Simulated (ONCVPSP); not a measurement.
Transferability test, ONCV potential for vanadium

| Property | Result |
| --- | --- |
| Element | vanadium (V) |
| Generator | ONCVPSP 4.0.1 |
| Type | optimised norm-conserving Vanderbilt (ONCV) |
| Functional | PBE |
| Relativity | scalar-relativistic |
| Frozen core | [Ne] |
| Valence charge | 13 |
| Reference configuration | 3s2 3p6 3d3 4s1.5 (charge +0.5) |
| Partial waves | 3s+4s: rc 1.40 bohr, ncon 4, nbas 7, qcut 10.7 1/bohr, 2 projectors; 3p: rc 1.05 bohr, ncon 4, nbas 8, qcut 8 1/bohr, 2 projectors, debl 0.5 Ha; 3d: rc 1.30 bohr, ncon 3, nbas 8, qcut 9.6 1/bohr, 2 projectors, debl 1.2 Ha; f scattering state at 0.18 Ha: rc 1.05 bohr, ncon 4, nbas 9, qcut 9.9 1/bohr, local |
| Local potential | the f channel |
| Core correction | Teter function, parameters optimised by the program |

In the p channel the program set the typed energies aside and used -1.752, 0.250 Ha.

Energies are relative to the spin-unpolarised reference configuration 3s2 3p6 3d3 4s1.5; without spin polarisation the order of configurations can differ from experiment.

| valence configuration | charge | ΔE all-electron (eV) | error AE − PS (meV) |
| --- | --- | --- | --- |
| 3s2 3p6 3d3 4s2 | 0 | -3.092 | -0.5 |
| 3s2 3p6 3d3 4s1 | +1 | 4.643 | -2.5 |
| 3s2 3p6 3d3 4s0 | +2 | 18.939 | -45 |

What are ΔE and the potential's error for 3s2 3p6 3d2 4s2 4p1?

ΔE = 2.686 eV all-electron; the error (AE − PS) is +4.7 meV.

Levels in the configuration 3s2 3p6 3d3 4s2:

```csv
level,all-electron (eV),pseudo (eV)
3s,-70.235,-70.236
3p,-44.041,-44.043
3d,-5.165,-5.166
4s,-4.702,-4.700
```

Note: no bound ghost flagged; GHOST(+) flagged for s at 114.5 eV.
